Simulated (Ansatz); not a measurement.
Relaxation of AlH$_{7}$O$_{3}$Si (12 atoms, charge 0, multiplicity 1), to a largest force component of 0.03 eV/Å in at most 50 steps.

Level of theory: Ansatz 0.2.0, RKS B3LYP-D4/def2-SVP.

```xyz
12
Properties=species:S:1:pos:R:3
Al 0.072 0.453 -0.401
O -0.295 -0.053 2.497
H -1.224 0.207 2.592
O 1.544 -0.292 -0.832
H 1.708 -1.171 -1.179
O -1.477 -0.153 -0.796
H -1.699 -0.994 -1.206
Si 0.158 2.546 0.657
H 1.127 2.583 1.809
H 0.540 3.700 -0.221
H -1.177 2.887 1.253
H 0.199 0.785 2.660
```

**Question.** Where does it end, and by what steps?

**Answer.** The forces met the threshold. The force dipped under the threshold on the way, but the program's further checks kept it going. After 35 steps the energy has fallen by 0.702 eV; H3 moved furthest, 1.34 Å. Joined: Al1–O2 (2.97 → 2.01 Å).

```json
{"step": "0", "energy less start (eV)": "0.0000", "largest force component (eV/Å)": "0.951", "accepted": "yes"}
{"step": "2", "energy less start (eV)": "-0.2812", "largest force component (eV/Å)": "1.342", "accepted": "yes"}
{"step": "4", "energy less start (eV)": "-0.5472", "largest force component (eV/Å)": "0.567", "accepted": "yes"}
{"step": "6", "energy less start (eV)": "-0.6026", "largest force component (eV/Å)": "0.517", "accepted": "yes"}
{"step": "8", "energy less start (eV)": "-0.6259", "largest force component (eV/Å)": "0.680", "accepted": "yes"}
{"step": "10", "energy less start (eV)": "-0.6636", "largest force component (eV/Å)": "0.369", "accepted": "no"}
{"step": "12", "energy less start (eV)": "-0.6889", "largest force component (eV/Å)": "0.116", "accepted": "yes"}
{"step": "14", "energy less start (eV)": "-0.6921", "largest force component (eV/Å)": "0.037", "accepted": "yes"}
{"step": "16", "energy less start (eV)": "-0.6932", "largest force component (eV/Å)": "0.036", "accepted": "yes"}
{"step": "18", "energy less start (eV)": "-0.6938", "largest force component (eV/Å)": "0.049", "accepted": "yes"}
{"step": "20", "energy less start (eV)": "-0.6943", "largest force component (eV/Å)": "0.078", "accepted": "yes"}
{"step": "22", "energy less start (eV)": "-0.6953", "largest force component (eV/Å)": "0.100", "accepted": "yes"}
{"step": "24", "energy less start (eV)": "-0.6959", "largest force component (eV/Å)": "0.117", "accepted": "no"}
{"step": "26", "energy less start (eV)": "-0.6974", "largest force component (eV/Å)": "0.075", "accepted": "yes"}
{"step": "28", "energy less start (eV)": "-0.6990", "largest force component (eV/Å)": "0.059", "accepted": "yes"}
{"step": "30", "energy less start (eV)": "-0.6999", "largest force component (eV/Å)": "0.098", "accepted": "yes"}
{"step": "32", "energy less start (eV)": "-0.7007", "largest force component (eV/Å)": "0.024", "accepted": "yes"}
{"step": "34", "energy less start (eV)": "-0.7013", "largest force component (eV/Å)": "0.072", "accepted": "yes"}
{"step": "35", "energy less start (eV)": "-0.7017", "largest force component (eV/Å)": "0.027", "accepted": "yes"}
```

```xyz
12
Properties=species:S:1:pos:R:3
Al 0.161 0.433 0.164
O -0.304 -0.358 1.955
H -1.162 -0.700 1.613
O 1.629 -0.243 -0.409
H 1.759 -1.164 -0.652
O -1.373 -0.311 -0.264
H -1.734 -0.445 -1.143
Si 0.249 2.831 0.623
H 1.598 3.312 1.067
H -0.158 3.687 -0.540
H -0.694 3.195 1.742
H -0.496 0.260 2.678
```

Whether the end is a true minimum wasn't checked by a vibrational analysis.

The run took 39 s on 4 threads of Intel(R) Xeon(R) 6975P-C (Granite Rapids), on a shared host, peak memory 0.28 GiB.
